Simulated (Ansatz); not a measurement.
A series at Sn: from `[OH][Sn]([OH])([OH])[OH]`, ligands are replaced one by one, each step taking up H₂ and setting free H₂O; n counts the steps. Ansatz, PBE0-D4/def2-TZVP geometries. Each molecule was computed in one conformer, which needn't be the lowest.

| n | molecule | HOMO energy, ωB97M-V/def2-TZVPP (eV) |
| --- | --- | --- |
| 0 | `[OH][Sn]([OH])([OH])[OH]` | -11.56 |
| 1 | `[OH][SnH]([OH])[OH]` | ? |
| 2 | `[OH][SnH2][OH]` | -10.94 |
| 3 | `[OH][SnH3]` | -10.56 |
| 4 | `[SnH4]` | -11.38 |

Q: By hand: fit a straight line y = ȳ + b (n − n̄) to the 4 given rows and predict n = 1.

A: n̄ = 2.250, ȳ = -11.110; Σ(n − n̄)(y − ȳ) = 0.910, Σ(n − n̄)² = 8.750, so b = 0.104 eV a step. Prediction: -11.110 + (0.104) × (-1.250) = -11.24 eV.

Q: By hand: compare with the computed value, -11.14 eV, and give the steps along the whole series.

A: The line misses by 0.10 eV (computed minus predicted). Steps: 0.42, 0.20, 0.38, -0.82 eV.

The steps change sign along the series, so a line is a poor guide. The highest orbital can change its character along such a series. The miss is 10.0 % of the series' range.
